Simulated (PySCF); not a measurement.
Compound: C₃H₁₀ClFSi₂.
Numbering: `[CH3:1][C@@H:2]([SiH3:3])[Si@@H:4]([F:5])[CH2:6][Cl:7]` (hydrogens: H8, H9, H10 on C1; H11 on C2; H12, H13, H14 on Si3; H15 on Si4; H16, H17 on C6)

Cartesian coordinates in Å at the GFN2-xTB level; atoms count from 1:
```
atom  x, y, z in Å
C1    -0.7201   -1.4058   -0.4551
C2    -0.6265    0.1243   -0.5106
Si3   -2.1848    0.9221    0.2588
Si4    0.9575    0.7737    0.2997
F5     0.8427    0.5697    1.9045
C6     2.5019   -0.2466   -0.1653
Cl7    2.8043   -0.1184   -1.9196
H8     0.0921   -1.8710   -1.0117
H9    -0.6761   -1.7580    0.5736
H10   -1.6592   -1.7486   -0.8870
H11   -0.6028    0.4150   -1.5651
H12   -2.2799    0.5719    1.6741
H13   -3.3569    0.4053   -0.4549
H14   -2.1068    2.3745    0.0961
H15    1.2097    2.1940    0.1183
H16    2.3987   -1.3066    0.0564
H17    3.3990    0.1166    0.3310
```

Level of theory: TDDFT CAM-B3LYP/def2-SVPD, vertical, gas phase, core orbitals frozen in the response in PySCF.

Transition dipole moments from the ground state, in atomic units and in the frame of the coordinates above (overall signs are arbitrary), for the states with f of 0.002 or more among the lowest 7:

| state | E (hartree) | μx | μy | μz |
| --- | --- | --- | --- | --- |
| S1 | 0.2486 | -0.101 | 0.112 | 0.135 |
| S2 | 0.2669 | 0.053 | 0.146 | 0.024 |
| S3 | 0.2748 | 0.454 | 0.033 | 0.053 |
| S4 | 0.2807 | -0.212 | -0.070 | -0.039 |
| S5 | 0.2912 | -0.435 | 0.090 | 0.140 |
| S6 | 0.2976 | 0.204 | 0.161 | -0.006 |
| S7 | 0.3021 | -0.305 | 0.225 | 0.209 |

(1) What oscillator strength does each state have?

(2) Which bond between heavy atoms lies closest to the direction of the S5 transition dipole?

(3) What angle do the transition dipoles of S3 and S5 make?

(4) What peak molar absorption coefficient would the strongest computed level give as a lone Gaussian band 0.3 eV wide at half height?

## Answers

(1) f = (2/3) ΔE |μ|² with ΔE in hartree (27.2114 eV).

| state | \|μ\|² (au) | \|μ\| (D) | f |
| --- | --- | --- | --- |
| S1 | 0.041 | 0.51 | 0.007 |
| S2 | 0.025 | 0.40 | 0.004 |
| S3 | 0.210 | 1.17 | 0.039 |
| S4 | 0.052 | 0.58 | 0.010 |
| S5 | 0.217 | 1.18 | 0.042 |
| S6 | 0.067 | 0.66 | 0.013 |
| S7 | 0.187 | 1.10 | 0.038 |

(2) C2–Si3, at 16° from it; next Si4–C6 at 21°.

(3) |cos θ| = |μa·μb| / (|μa| |μb|) = 0.88, so θ ≈ 29° (taken between 0 and 90°, since the signs are arbitrary).

(4) ε(max) = 2.175×10⁸ f / FWHM, with the width in cm⁻¹. S5: 2.175×10⁸ × 0.0421 / 2420 ≈ 3800 L mol⁻¹ cm⁻¹.

One conformer stands for the species.

Without π bonds the low states may be Rydberg-like; a valence basis with one diffuse set may place them up to an eV too high.
